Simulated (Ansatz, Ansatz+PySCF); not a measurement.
```xyz
8

Mg   -0.9750   -0.9750   -0.9750
O    -0.9750   -0.9750    0.9750
O    -0.9750    0.9750   -0.9750
Mg   -0.9750    0.9750    0.9750
O     0.9750   -0.9750   -0.9750
Mg    0.9750   -0.9750    0.9750
Mg    0.9750    0.9750   -0.9750
O     0.9750    0.9750    0.9750
```

Basis set: def2-SVP (spherical functions). Frozen core: 8 orbitals. Charge 0, multiplicity 1.

Computed with Ansatz (development build ahead of 0.2.0); each method stands on the lowest determinant of its kind that the runs found. Restricted open shells among the atoms or ions are ROHF, correlated in semicanonical orbitals with singles.

The atomization energy at this shape (free ground-state atoms in the same class of orbitals less the molecule, no zero-point energy) of singlet Mg4O4:

```tsv
method	atomization energy
RHF-MP2	28.19 eV
```

Task: What does RHF give?

Result: 17.65 eV. Caution: the shape is not the minimum.
